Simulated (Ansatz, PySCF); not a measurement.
C₂H₈OSi, SMILES [SiH2](OC)C. Atoms are numbered in the order given.

```xyz
12

Si     0.3628     0.0222     0.5797
C      2.0893     0.2348    -0.0844
O     -0.6672    -0.0504    -0.7296
C     -2.0520    -0.2083    -0.6257
H      0.2449    -1.2352     1.3895
H     -0.0215     1.1696     1.4664
H      2.8174     0.2886     0.7399
H      2.3622    -0.6116    -0.7324
H      2.1662     1.1602    -0.6749
H     -2.3282    -1.1536    -0.1210
H     -2.4860    -0.2281    -1.6374
H     -2.5268     0.6227    -0.0704
```

The structure is a stationary point at PBE0-D3(BJ)/def2-SVP. One conformer was computed; it need not be the lowest.

Two levels are set side by side: PBE-D3(BJ)/def2-SVP (Ansatz, a first-principles code) and PBE0-D3(BJ)/def2-SVP (Ansatz). Each level has its own optimised geometry; the coordinates shown are those of the second. Frequencies come from the Hessian of PySCF at each geometry. Differences are taken from unrounded values.

```json
[
 {"quantity": "mean bond length (Å)", "PBE0-D3(BJ)": "1.322"},
 {"quantity": "bond Si1–C2 (Å)", "PBE0-D3(BJ)": "1.862"},
 {"quantity": "bond Si1–O3 (Å)", "PBE0-D3(BJ)": "1.667"},
 {"quantity": "bond O3–C4 (Å)", "PBE0-D3(BJ)": "1.398"},
 {"quantity": "bond Si1–H5 (Å)", "PBE0-D3(BJ)": "1.500"},
 {"quantity": "bond Si1–H6 (Å)", "PBE0-D3(BJ)": "1.500"},
 {"quantity": "bond C2–H7 (Å)", "PBE0-D3(BJ)": "1.101"},
 {"quantity": "bond C2–H8 (Å)", "PBE0-D3(BJ)": "1.100"},
 {"quantity": "bond C2–H9 (Å)", "PBE0-D3(BJ)": "1.100"},
 {"quantity": "bond C4–H10 (Å)", "PBE0-D3(BJ)": "1.107"},
 {"quantity": "bond C4–H11 (Å)", "PBE0-D3(BJ)": "1.101"},
 {"quantity": "bond C4–H12 (Å)", "PBE0-D3(BJ)": "1.107"},
 {"quantity": "highest harmonic wavenumber (cm⁻¹)", "PBE0-D3(BJ)": "3175"},
 {"quantity": "mean harmonic wavenumber (cm⁻¹)", "PBE0-D3(BJ)": "1406"},
 {"quantity": "zero-point energy (kcal/mol)", "PBE0-D3(BJ)": "60.30"}
]
```

What does PBE-D3(BJ) give, and how far is it from PBE0-D3(BJ)? (Estimate from the structure and the level; the computed values follow.)


```tsv
quantity	PBE-D3(BJ)	PBE-D3(BJ) minus PBE0-D3(BJ)
mean bond length (Å)	1.333	0.011
bond Si1–C2 (Å)	1.873	0.011
bond Si1–O3 (Å)	1.685	0.017
bond O3–C4 (Å)	1.412	0.014
bond Si1–H5 (Å)	1.512	0.012
bond Si1–H6 (Å)	1.512	0.012
bond C2–H7 (Å)	1.109	0.008
bond C2–H8 (Å)	1.108	0.008
bond C2–H9 (Å)	1.108	0.008
bond C4–H10 (Å)	1.116	0.009
bond C4–H11 (Å)	1.110	0.009
bond C4–H12 (Å)	1.116	0.009
highest harmonic wavenumber (cm⁻¹)	3088	-87
mean harmonic wavenumber (cm⁻¹)	1360	-46
zero-point energy (kcal/mol)	58.31	-1.99
```

GGA bonds tend to be longer and softer than those of functionals with exact exchange. Differences between two approximate levels are no errors against the true value.
